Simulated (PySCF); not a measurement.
ClH2Si, SMILES [SiH2]Cl (connectivity only; charge and spin as stated), charge +1, multiplicity 1. Heavy atoms are numbered as in [SiH2:1][Cl:2]. Hydrogens are named by the atom that carries them.

Coordinates come from a B3LYP-D3(BJ)/def2-TZVP optimisation. The multiplicity is an assumed one; other spin states were not compared. The isomer is the one that the SMILES or the coordinates give; other isomers of the formula were not compared.

Computed with ωB97X/def2-TZVPD (PySCF).

Mulliken values depend strongly on the basis, most of all with diffuse functions as here. Atomic charges (e), one atom of each kind:

```csv
atom,Mulliken,meta-Löwdin
Si1 (SiH2),0.73,1.01
Cl2,0.06,-0.02
H on Si1,0.11,0.01
```
